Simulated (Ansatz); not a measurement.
One change: `[SiH3]O[SiH2][SiH3]` becomes `C[SiH2]O[SiH3]`.

Ansatz, PBE0-D4/def2-TZVP geometries, multiplicity 1. Each molecule was computed in one conformer, which needn't be the lowest.

```
                                        property  `[SiH3]O[SiH2][SiH3]`
           HOMO energy (ωB97M-V/def2-TZVPP) / eV                 -10.07
             LUMO energy (B3LYP/def2-TZVPP) / eV                  -0.78
           LUMO energy (ωB97M-V/def2-TZVPP) / eV                   1.12
              LUMO energy (PBE0/def2-TZVPP) / eV                  -0.62
size of the dipole moment (B3LYP/def2-TZVPP) / D                   0.24
             HOMO energy (B3LYP/def2-TZVPP) / eV                  -7.80
```

Give the same properties after the change, and the shifts. (Estimate.)

Ansatz gave: 
```tsv
property	`C[SiH2]O[SiH3]`	shift
HOMO energy (ωB97M-V/def2-TZVPP) / eV	-10.83	-0.76
LUMO energy (B3LYP/def2-TZVPP) / eV	-0.12	0.66
LUMO energy (ωB97M-V/def2-TZVPP) / eV	1.77	0.65
LUMO energy (PBE0/def2-TZVPP) / eV	0.09	0.71
size of the dipole moment (B3LYP/def2-TZVPP) / D	0.65	0.41
HOMO energy (B3LYP/def2-TZVPP) / eV	-8.34	-0.54
```

With PBE0 the HOMO falls by 0.53 eV and the LUMO rises by 0.71 eV, so the gap widens by about 1.24 eV. PBE moves the HOMO by -0.30 eV and ωB97M-V by -0.76 eV. Dipoles are sizes alone; their direction can turn.

B3LYP here is the variant with VWN-RPA as its local correlation; programs differ in this.
